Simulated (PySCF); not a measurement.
## Os⁷²⁺ (osmium, charge +72): Hartree-Fock from Schrödinger to Dirac-Coulomb-Breit

Occupied: 1s1/2, 2s1/2. Hartree-Fock calculated with PySCF 2.14 in an uncontracted even-tempered set (16 s from 20 bohr⁻², ratio 2.7; 13 p from 23 bohr⁻², ratio 2.7), Gaussian nucleus throughout. NR is non-relativistic, sf-X2C the spin-free one-electron X2C Hamiltonian, X2C adds the bare one-electron spin-orbit term, X2C-SNSO screens it by Boettger's factors, DC is four-component Dirac-Coulomb, and the Gaunt and Breit terms are added at first order (total energies over the DC spinors, levels after relaxing the spinors in that mean field). QED terms are absent. Levels marked empty are virtual spinors of this ion.

```
   level (eV)        NR    sf-X2C       X2C  X2C-SNSO
        1s1/2  -76485.1  -83246.3  -83246.3  -83246.3
        2s1/2  -18523.4  -20600.0  -20600.0  -20600.0
2p1/2 (empty)  -18090.7  -18854.2  -20090.0  -20051.1
2p3/2 (empty)  -18090.7  -18854.2  -18371.7  -18383.6
3s1/2 (empty)   -7987.8   -8696.6   -8696.6   -8696.6
```

Problem. Where do the four-component calculations put these levels?

Solution. 1s1/2: DC -83344.2, DC+Gaunt -83152.6, DC+Breit -83154.9; 2s1/2: DC -20612.1, DC+Gaunt -20588.8, DC+Breit -20591.2; 2p1/2 (empty): DC -20065.1, DC+Gaunt -20022.5, DC+Breit -20028.1; 2p3/2 (empty): DC -18386.1, DC+Gaunt -18363.7, DC+Breit -18369.3; 3s1/2 (empty): DC -8699.9, DC+Gaunt -8693.3, DC+Breit -8694.3 (eV).

```tsv
Hamiltonian	E (hartree)	E − E(DC) (hartree)	CPU seconds
NR	-7100.7692	675.4693	0.2
sf-X2C	-7772.1413	4.0972	0.12
X2C	-7772.1413	4.0972	0.12
X2C-SNSO	-7772.1413	4.0972	0.12
DC	-7776.2385	0.0000	2.1
DC+Gaunt	-7768.2422	7.9962	3.5
DC+Breit	-7768.4186	7.8198	27
```

Weight of the small component: 1s1/2 0.0831, 2s1/2 0.0204, 2p1/2 0.0202, 2p3/2 0.0184, 3s1/2 0.00866.

Koopmans' value for the highest occupied level at DC+Breit: 20591.2 eV, against an ionisation energy of 20570 ± 70 eV (theoretical estimate listed by NIST; NIST Atomic Spectra Database, ionization energies); the former lacks relaxation, correlation, QED and recoil.

The whole ladder took 34 s of wall time on 1 thread of Neoverse-V2 (shared host), launched as `OMP_NUM_THREADS=1 python relrun2.py TASK.json OUT` (a driver that calls PySCF for each Hamiltonian).
